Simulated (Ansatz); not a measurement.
`N/C=[CH]/[AlH][F]` → Al• + 2 C• + F• + 5 H• + N•  (atomization)

Isolated molecules relaxed with PBE0-D4/def2-TZVP in Ansatz; ΔE leaves out vibrations. CBS: MP2 limit from def2 TZ/QZ plus the TZ coupled-cluster correction, frozen cores. This one scheme is used for every species, atoms too. Functionals use def2-TZVPP. HSE06 is defined as in plane-wave codes. Open shells (•) are unrestricted, without spin–orbit coupling. Spin–orbit coupling would lower the free atoms: a little for Al, C, F. One conformer a species, not always the lowest.

(1) What is ΔE at CCSD(T)/CBS? (An estimate is asked.)

(2) What do these levels give: r2SCAN0-D4, HSE06-D4, BHLYP-D4, CCSD/def2-TZVPP, HF/CBS(def2), CCSD/CBS(def2)? (An estimate is asked.)

Largest T1 diagnostic among the species: 0.018.

## Answers

(1) Computed: +3841.5 kJ/mol.

(2) Computed: r2SCAN0-D4 3779.1, HSE06-D4 3848.7, BHLYP-D4 3720.3, CCSD/def2-TZVPP 3668.8, HF/CBS(def2) 2776.9, CCSD/CBS(def2) 3779.6 kJ/mol.

At CCSD(T), def2-SVP lies −217.0 kJ/mol from the extrapolated value and def2-TZVPP −110.8 kJ/mol: correlation converges slowly with the basis, and small sets miss more of it in the bonded molecule than in its fragments. From PBE to PBE0 (25 % exact exchange), in def2-TZVPP and without D4, ΔE moves by −85.2 kJ/mol: exact exchange takes away binding that semilocal exchange gives to molecules. Leaving LDA and LC-ωPBE aside and taking each functional with its dispersion term where it has one, the values, not all of them listed here, spread over 213.4 kJ/mol, from BHLYP-D4 to PBE-D4. LDA lies +488.5 kJ/mol from PBE without D4, its usual overbinding.

For atomizations the MP2-based limit and the directly extrapolated one differ by several kJ/mol either way, and by 10 to 25 for some Ge, Se and Sn compounds, so smaller differences from it don't rank the levels.
